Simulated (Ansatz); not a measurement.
The same path of CH6NOSb (10 atoms, charge 0, multiplicity 1) was run 3 times with different band settings. The coordinate that changes most is the height of N1 over the plane of its neighbours.

Method: RKS B3LYP-D4/def2-SVP in Ansatz.

Relaxed end points:

```xyz
10
Properties=species:S:1:pos:R:3
N -1.565 1.142 0.018
Sb 0.424 1.193 -0.582
C 0.789 -0.899 -0.010
O 0.672 -1.665 -1.189
H -1.685 1.262 1.024
H -2.103 1.879 -0.439
H 1.103 1.760 0.919
H 0.021 -1.145 0.747
H 1.789 -0.977 0.463
H 0.638 -2.601 -0.948
```

```xyz
10
Properties=species:S:1:pos:R:3
N -1.442 1.551 0.062
Sb 0.555 1.315 -0.449
C 0.804 -0.834 0.020
O 0.294 -1.532 -1.098
H -1.721 0.964 0.849
H -2.036 1.293 -0.728
H 1.101 1.758 1.134
H 0.253 -1.053 0.956
H 1.880 -1.031 0.205
H 0.395 -2.482 -0.948
```

Common settings: climbing image yes; spring 5.0 eV/Å²; start path through a guess of the saddle point; force threshold 0.05 eV/Å; iteration limit 60; end points relaxed.

| run | movable images | optimiser |
| --- | --- | --- |
| 1 | 7 | quadratic models (default) |
| 2 | 7 | fire |
| 3 | 3 | quadratic models (default) |

Task: What does each run give, and how far can it be trusted?

Result: Run 1: converged after 11 iterations, highest image 0.071 eV above the first end. A vibrational analysis at the climbing image gives one clearly imaginary mode, 433i cm⁻¹: a first-order saddle point.
Run 2: converged after 45 iterations, highest image 0.107 eV above the first end. The order of the stationary point at the top wasn't checked.
Run 3: converged after 15 iterations, highest image 0.071 eV above the first end. Another band between the same ends (7 images) ends at a top of the same energy, where a vibrational analysis finds 1 clearly imaginary mode. So few images can step over the top or miss a turn of the path.
